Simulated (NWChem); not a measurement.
The numbers come from NWChem runs, not from measurements. System: HAs, charge 0, spin multiplicity 3, at a geometry optimised with UPBE0/def2-SVP. The structure started from a generated list of species. Its SCF solution wasn't tested for a lower state. Level: G0W0@UBHandHLYP/def2-TZVP, RI basis def2-tzvp-rifit.

The NWChem input:

```
start mol
memory heap 200 mb stack 700 mb global 1700 mb
geometry units angstroms nocenter noautoz
  As     0.000000     0.000000     0.045131
  H      0.000000     0.000000    -1.489334
  symmetry group C2v
end
basis spherical
  * library def2-tzvp
end
basis "ri basis" bse spherical
  * library def2-tzvp-rifit
end
dft
  xc bhlyp
  odft
  mult 3
  iterations 100
  direct
  tolerances tight
end
task dft energy
gw
  states alpha occ 4 vir 2
  states beta occ 4 vir 2
end
task dft gw
```

NWChem printed:

```
             Northwest Computational Chemistry Package (NWChem) 7.3.0
             --------------------------------------------------------

                                NWChem Input Module
                                -------------------

 Scaling coordinates for geometry "geometry" by  1.889725989
 (inverse scale =  0.529177249)

 Turning off AUTOSYM since
 SYMMETRY directive was detected!

                             Geometry "geometry" -> ""
                             -------------------------

 Output coordinates in angstroms (scale by  1.889725989 to convert to a.u.)

  No.       Tag          Charge          X              Y              Z
 ---- ---------------- ---------- -------------- -------------- --------------
    1 As                  33.0000     0.00000000     0.00000000     0.04513100
    2 H                    1.0000     0.00000000     0.00000000    -1.48933400

 Effective nuclear repulsion energy (a.u.)      11.3804154653

            Nuclear Dipole moment (a.u.)
            ----------------------------
        X                 Y               Z
 ---------------- ---------------- ----------------
     0.0000000000     0.0000000000    -0.0000207870

      Symmetry information
      --------------------

 Group name             C2v
 Group number             16
 Group order               4
 No. of unique centers     2

      Symmetry unique atoms

     1    2


 Summary of "ao basis" -> "" (spherical)
 ------------------------------------------------------------------------------
       Tag                 Description            Shells   Functions and Types
 ---------------- ------------------------------  ------  ---------------------
 *                         def2-tzvp                  on all atoms

 new library libraries.bse/

 Summary of "ri basis" -> "" (spherical)
 ------------------------------------------------------------------------------
       Tag                 Description            Shells   Functions and Types
 ---------------- ------------------------------  ------  ---------------------
 *                      def2-tzvp-rifit               on all atoms

                                 NWChem DFT Module
                                 -----------------

 Summary of "ao basis" -> "ao basis" (spherical)
 ------------------------------------------------------------------------------
       Tag                 Description            Shells   Functions and Types
 ---------------- ------------------------------  ------  ---------------------
 As                        def2-tzvp                16       48   6s5p4d1f
 H                         def2-tzvp                 4        6   3s1p

 Summary of "ao basis" -> "ao basis" (spherical)
 ------------------------------------------------------------------------------
       Tag                 Description            Shells   Functions and Types
 ---------------- ------------------------------  ------  ---------------------
 As                        def2-tzvp                16       48   6s5p4d1f
 H                         def2-tzvp                 4        6   3s1p

      Symmetry analysis of basis
      --------------------------

        a1         25
        a2          5
        b1         12
        b2         12

            General Information
            -------------------
          SCF calculation type: DFT
          Wavefunction type:  spin polarized.
          No. of atoms     :     2
          No. of electrons :    34
           Alpha electrons :    18
            Beta electrons :    16
          Charge           :     0
          Spin multiplicity:     3
          Use of symmetry is: on ; symmetry adaption is: on
          Maximum number of iterations: 100
          This is a Direct SCF calculation.
          AO basis - number of functions:    54
                     number of shells:    20
          Convergence on energy requested:  1.00D-06
          Convergence on density requested:  1.00D-05
          Convergence on gradient requested:  5.00D-04

              XC Information
              --------------
                        BHLYP Method XC Functional
                     Hartree-Fock (Exact) Exchange  0.500
                        Slater Exchange Functional  0.500 local
                    Becke 1988 Exchange Functional  0.500 non-local
              Lee-Yang-Parr Correlation Functional  1.000

             Grid Information
             ----------------
          Grid used for XC integration:  medium
          Radial quadrature: Mura-Knowles
          Angular quadrature: Lebedev.
          Tag              B.-S. Rad. Rad. Pts. Rad. Cut. Ang. Pts.
          ---              ---------- --------- --------- ---------
          As                  1.15      112           7.0       590
          H                   0.35       45           7.0       434
          Grid pruning is: on
          Number of quadrature shells:   157
          Spatial weights used:  Erf1

          Convergence Information
          -----------------------
          Convergence aids based upon iterative change in
          total energy or number of iterations.
          Levelshifting, if invoked, occurs when the
          HOMO/LUMO gap drops below (HL_TOL):  1.00D-02
          DIIS, if invoked, will attempt to extrapolate
          using up to (NFOCK): 10 stored Fock matrices.

                    Damping( 0%)  Levelshifting(0.5)       DIIS
                  --------------- ------------------- ---------------
          dE  on:    start            ASAP                start
          dE off:    2 iters        100 iters           100 iters
[...]
  ----- ------------  ---------------      ----- ------------  ---------------
    51      1.517787  2 H  s                 39     -0.694413  1 As d  0
    50     -0.630672  2 H  s                  5     -0.394988  1 As s
     6     -0.270094  1 As s                 34      0.159343  1 As d  0
    21      0.145403  1 As pz                 4      0.120582  1 As s
    24      0.118176  1 As d  0              29     -0.108853  1 As d  0

 Vector   21  Occ=0.000000D+00  E= 2.535677D-01  Symmetry=b2
              MO Center=  2.0D-21,  5.6D-16,  1.6D-02, r^2= 3.1D+00
   Bfn.  Coefficient  Atom+Function         Bfn.  Coefficient  Atom+Function
  ----- ------------  ---------------      ----- ------------  ---------------
    38      1.058684  1 As d -1              33     -0.177926  1 As d -1
    23     -0.157330  1 As d -1              28      0.130360  1 As d -1
    17      0.050809  1 As py                53     -0.026554  2 H  py

                     DFT Final Beta Molecular Orbital Analysis
                     -----------------------------------------

 Vector   14  Occ=1.000000D+00  E=-1.823529D+00  Symmetry=a1
              MO Center= -7.5D-18, -6.7D-17,  4.5D-02, r^2= 1.6D-01
   Bfn.  Coefficient  Atom+Function         Bfn.  Coefficient  Atom+Function
  ----- ------------  ---------------      ----- ------------  ---------------
    26      0.907035  1 As d  2              31      0.189127  1 As d  2

 Vector   15  Occ=1.000000D+00  E=-6.161737D-01  Symmetry=a1
              MO Center=  5.4D-18, -2.2D-16, -4.3D-01, r^2= 1.3D+00
   Bfn.  Coefficient  Atom+Function         Bfn.  Coefficient  Atom+Function
  ----- ------------  ---------------      ----- ------------  ---------------
     5      0.605899  1 As s                  6      0.401868  1 As s
     4     -0.318257  1 As s                  3     -0.236854  1 As s
    50      0.166237  2 H  s                 49      0.113499  2 H  s
     2      0.109234  1 As s                 18     -0.088527  1 As pz
    12      0.059040  1 As pz                51      0.053942  2 H  s

 Vector   16  Occ=1.000000D+00  E=-3.640520D-01  Symmetry=a1
              MO Center= -1.9D-16, -1.7D-16, -1.9D-01, r^2= 2.1D+00
   Bfn.  Coefficient  Atom+Function         Bfn.  Coefficient  Atom+Function
  ----- ------------  ---------------      ----- ------------  ---------------
     6      0.355310  1 As s                 18      0.356899  1 As pz
     5      0.296446  1 As s                 50     -0.268415  2 H  s
    21      0.256408  1 As pz                12     -0.223815  1 As pz
    51     -0.158826  2 H  s                  4     -0.155656  1 As s
    49     -0.148899  2 H  s                  3     -0.120246  1 As s

 Vector   17  Occ=0.000000D+00  E=-7.241988D-02  Symmetry=b2
              MO Center=  3.0D-17,  2.4D-16,  9.2D-03, r^2= 2.4D+00
   Bfn.  Coefficient  Atom+Function         Bfn.  Coefficient  Atom+Function
  ----- ------------  ---------------      ----- ------------  ---------------
    20      0.670116  1 As py                17      0.379944  1 As py
    11     -0.273903  1 As py                14      0.088562  1 As py
     8      0.084783  1 As py

 Vector   18  Occ=0.000000D+00  E=-7.241988D-02  Symmetry=b1
              MO Center= -1.7D-17,  2.4D-18,  9.2D-03, r^2= 2.4D+00
   Bfn.  Coefficient  Atom+Function         Bfn.  Coefficient  Atom+Function
  ----- ------------  ---------------      ----- ------------  ---------------
    19      0.670116  1 As px                16      0.379944  1 As px
    10     -0.273903  1 As px                13      0.088562  1 As px
     7      0.084783  1 As px

 Vector   19  Occ=0.000000D+00  E= 7.170025D-02  Symmetry=a1
              MO Center= -1.0D-16, -6.4D-17, -7.0D-01, r^2= 4.3D+00
   Bfn.  Coefficient  Atom+Function         Bfn.  Coefficient  Atom+Function
  ----- ------------  ---------------      ----- ------------  ---------------
    51      1.697475  2 H  s                 21      1.213840  1 As pz
     6     -0.989996  1 As s                 18      0.198464  1 As pz
     5     -0.184434  1 As s                 12     -0.169769  1 As pz
     4      0.118477  1 As s                 50      0.112804  2 H  s
     3      0.098161  1 As s                 49      0.097366  2 H  s

   alpha - beta orbital overlaps
   -----------------------------

   alpha      1      2      3      4      5      6      7      8      9     10
    beta      1      2      5      4      3      6      9      8      7     14
 overlap   1.000  1.000  1.000  1.000  1.000  1.000  1.000  1.000  1.000  1.000

   alpha     11     12     13     14     15     16     17     18     19     20
    beta     13     11     12     10     15     16     17     18     19     20
 overlap   1.000  1.000  1.000  1.000  0.992  0.993  0.993  0.993  0.997  0.995

   alpha     21     22     23     24     25     26     27     28     29     30
    beta     22     21     23     24     25     26     27     28     29     30
 overlap   1.000  1.000  0.999  0.999  0.997  0.993  0.993  0.998  0.999  0.999

   alpha     31     32     33     34     35     36     37     38     39     40
    beta     31     33     34     32     36     35     39     40     37     38
 overlap   0.999  0.999  0.999  0.999  1.000  1.000  1.000  1.000  1.000  1.000

   alpha     41     42     43     44     45     46     47     48     49     50
    beta     41     42     43     44     45     46     47     48     49     50
 overlap   1.000  1.000  1.000  1.000  1.000  1.000  1.000  1.000  1.000  1.000

   alpha     51     52     53     54
    beta     51     52     53     54
 overlap   1.000  1.000  1.000  1.000

     --------------------------
     Expectation value of S2:
     --------------------------
      <S2> =      2.0061 (Exact =     2.0000)

 center of mass
 --------------
 x =   0.00000000 y =   0.00000000 z =   0.04679674

 moments of inertia (a.u.)
 ------------------
           8.361683116960           0.000000000000           0.000000000000
           0.000000000000           8.361683116960           0.000000000000
           0.000000000000           0.000000000000           0.000000000000

     Multipole analysis of the density
     ---------------------------------

     L   x y z        total         alpha         beta         nuclear
     -   - - -        -----         -----         ----         -------
     0   0 0 0     -0.000000    -18.000000    -16.000000     34.000000

     1   1 0 0     -0.000000     -0.000000     -0.000000      0.000000
     1   0 1 0     -0.000000     -0.000000     -0.000000      0.000000
     1   0 0 1     -0.075109     -0.049771     -0.025317     -0.000021

     2   2 0 0    -14.104003    -10.023900     -4.080103      0.000000
     2   1 1 0     -0.000000     -0.000000     -0.000000      0.000000
     2   1 0 1      0.000000      0.000000     -0.000000      0.000000
     2   0 2 0    -14.104003    -10.023900     -4.080103      0.000000
     2   0 1 1      0.000000      0.000000      0.000000      0.000000
     2   0 0 2    -13.953395    -12.267452     -9.847005      8.161062

 Task  times  cpu:        5.9s     wall:        5.9s

                                NWChem Input Module
                                -------------------

                                 NWChem GW Module
                                 ----------------

                             ***********************
                             ***        GW       ***
                             ***********************

 Summary of "ri basis" -> "ri basis" (spherical)
 ------------------------------------------------------------------------------
       Tag                 Description            Shells   Functions and Types
 ---------------- ------------------------------  ------  ---------------------
 As                     def2-tzvp-rifit             37      159   10s9p8d5f4g1h
 H                      def2-tzvp-rifit              7       15   4s2p1d

                 Memory Information
                 ------------------
          Available GA per process is          1700.0 MBs
          Available stack per process is        700.0 MBs
          Available heap per process is           0.0 MBs

          Peak memory in Initialization
              Peak GA per process is                  2.9 MBs
              Peak stack per process is               0.0 MBs
              Peak heap per process is                3.1 MBs
              Memory not in MA per process            0.0 MBs

          Peak memory in AFF Calculation
              Peak GA per process is                 16.3 MBs
              Peak stack per process is              12.0 MBs
              Peak heap per process is                0.0 MBs
              Memory not in MA per process           12.0 MBs

          Computing 2-center integrals
          Computing Inverse Cholesky factor
          Computing 3-center integrals
          Computing V_xc ...

          Computing Sigma_x
          Computing RPA polarizability
          Solving quasiparticle equations

                  Alpha Orbitals
          State     Energy (eV)     Error (eV)
          -----------------------------------
@GW        15        -19.240           0.002
@GW        16        -12.051           0.003
@GW        17         -9.442           0.003
@GW        18         -9.442           0.003
@GW        19          3.121           0.003
@GW        20          6.747           0.003

                   Beta Orbitals
          State     Energy (eV)     Error (eV)
          -----------------------------------
@GW        13        -49.371           0.002
@GW        14        -49.371           0.002
@GW        15        -17.605           0.002
@GW        16        -11.339           0.003
@GW        17         -0.165           0.004
@GW        18         -0.165           0.004

   Applying  -1.5758 eV scissor-shift to rest of particle states

   Applying   1.5094 eV scissor-shift to rest of hole states

   Applying  -1.4330 eV scissor-shift to rest of particle states

   Applying   1.8060 eV scissor-shift to rest of hole states

     GW Timing Statistics
   ------------------------
   Init.   :          0.1s
     ERIs  :          0.2s
     Distr.:          0.0s
     Vxc   :          0.6s
   Sigma_x :          0.0s
   RPA     :          0.4s
   Wmn     :          0.0s
   Sigma_c :          0.0s
   GW total:          1.3s

 Task  times  cpu:        1.3s     wall:        1.3s

 Total times  cpu:        7.2s     wall:        7.2s
```
